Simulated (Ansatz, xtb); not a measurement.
# Two isomers of BH5O3Si

We compare X, `OB(O)O[SiH3]`, a singlet, with Y, `OBO[SiH2]O`, a singlet. Both are isolated molecules in the gas phase, relaxed with PBE0-D4/def2-SVP; the shapes shown needn't be the lowest conformers.

X (Å):

```
atom    x (Å)    y (Å)    z (Å)
   B   0.4808  -0.2182  -1.1336
   O  -0.6754  -0.0547  -1.8305
   O   1.6000  -0.5219  -1.8382
   O   0.5654  -0.0906   0.2384
  Si  -0.4656   0.2460   1.4953
   H  -1.4315   0.1596  -1.2777
   H   2.3579  -0.6159  -1.2541
   H  -1.8491   0.4786   0.9630
   H  -0.4953  -0.9065   2.4378
   H  -0.0041   1.4726   2.2024
```

Y (Å):

```yaml
atoms:
  - { symbol: B, position_ang: [0.1584, -0.7791, -0.7986] }
  - { symbol: O, position_ang: [-0.5292, -1.9076, -0.5046] }
  - { symbol: O, position_ang: [0.6063, 0.1002, 0.1454] }
  - { symbol: O, position_ang: [-0.6842, 1.5205, 2.0914] }
  - { symbol: Si, position_ang: [0.4789, 0.3907, 1.7758] }
  - { symbol: H, position_ang: [-0.6814, -2.0414, 0.4381] }
  - { symbol: H, position_ang: [0.3829, -0.5539, -1.9628] }
  - { symbol: H, position_ang: [0.0274, -0.8411, 2.4822] }
  - { symbol: H, position_ang: [1.8250, 0.8335, 2.2248] }
  - { symbol: H, position_ang: [-0.5316, 2.4162, 1.7757] }
```

Task: Which of the two would you expect CCSD(T)/def2-SVP + ΔMP2/def2-TZVPP electronic energies to favour?

Result: Structure X; the calculation gives E(Y) − E(X) = +2.5 kcal/mol.

Level by level:

```
                             level          geometry  E(Y) − E(X) (kcal/mol)  departure from the last row (kcal/mol)  job, with rough time for the two
                          GFN2-xTB          GFN2-xTB                      −7.4                                    −9.9              optimisation, 0.28 s
                         HF/STO-3G          GFN2-xTB                     +21.4                                   +18.9              single point, 0.26 s
                r2SCAN-D4/def2-SVP          GFN2-xTB                      +8.8                                    +6.3               single point, 3.4 s
                  PBE0-D4/def2-SVP  PBE0-D4/def2-SVP                      +9.1                                    +6.6                optimisation, 74 s
                       HF/def2-SVP  PBE0-D4/def2-SVP                      +9.0                                    +6.5           part of the CCSD(T) run
                      MP2/def2-SVP  PBE0-D4/def2-SVP                      +7.8                                    +5.3           part of the CCSD(T) run
                  CCSD(T)/def2-SVP  PBE0-D4/def2-SVP                      +8.6                                    +6.1                      single point
CCSD(T)/def2-SVP + ΔMP2/def2-TZVPP  PBE0-D4/def2-SVP                      +2.5                                                        single point, 23 s
```

As drawn, Y has 1 O–Si, 1 B–H in place of 1 B–O, 1 Si–H.

GFN2-xTB puts the two in the other order. The largest departure from CCSD(T)/def2-SVP + ΔMP2/def2-TZVPP is that of HF/STO-3G, 18.9 kcal/mol. The last row adds to CCSD(T) the change of the MP2 difference between the two basis sets, here −6.1 kcal/mol, a large step that makes the value less sure.

With harmonic frequencies from PBE0-D4/def2-SVP (ideal gas, rigid rotor, one conformer each, 298.15 K, 1 atm): on the last row, ΔE + ΔZPE = +2.7 kcal/mol. A mode under 50 cm⁻¹ makes harmonic enthalpies and free energies unreliable, so none is given.

The correlated steps freeze 9 core orbitals. Run with Ansatz 0.2.0, xtb 6.7.1; the last row on 2 threads of Arm Neoverse V1 on a shared host.
